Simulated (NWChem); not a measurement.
Basis-set dependence for F$_{2}$Si (+1)

```
Si
F 1 1.5846
F 1 1.5846 2 120.24
```
Charge +1, spin multiplicity 2.

All runs are NWChem calculations. Structure: optimised with UPBE/def2-SVP, a minimum by its harmonic frequencies.

Hartree-Fock energies in Ha, correlation energies in mHa.

The correlated methods keep 7 core orbitals frozen. This spin state was chosen for the runs; another may lie lower. The structure started from a generated list of species. The unpaired electrons of the parent sit in orbitals of symmetry a1 (C2v labels of the run); other states weren't searched. The stability of the SCF solutions was not checked. Open-shell Hartree-Fock references start from PBE0 orbitals. No row is a measurement; the coupled-cluster row has its own basis-set and correlation limits.

```tsv
basis	functions	UHF	UMP2	SCS-UMP2	CCSD on ROHF	CCSD[T] on ROHF	CCSD(T) on ROHF	CCSD on UHF	CCSD[T] on UHF	CCSD(T) on UHF
3-21G	31	-484.92525	-280.7	-270.1	-282.5	-292.6	-290.2	-280.6	-290.1	-287.9
def2-SVP	46	-487.27307	-435.6	-417.1	-441.1	-453.0	-450.4	-439.6	-451.1	-448.7
def2-TZVP	99	-487.65031	-570.9	-553.4	not run	not run	not run	not run	not run	not run
```

From def2-SVP to def2-TZVP the Hartree-Fock energy moves by -377.2 mHa and the UMP2 correlation energy by -135.3 mHa, which is 24 % of its value in the larger set.
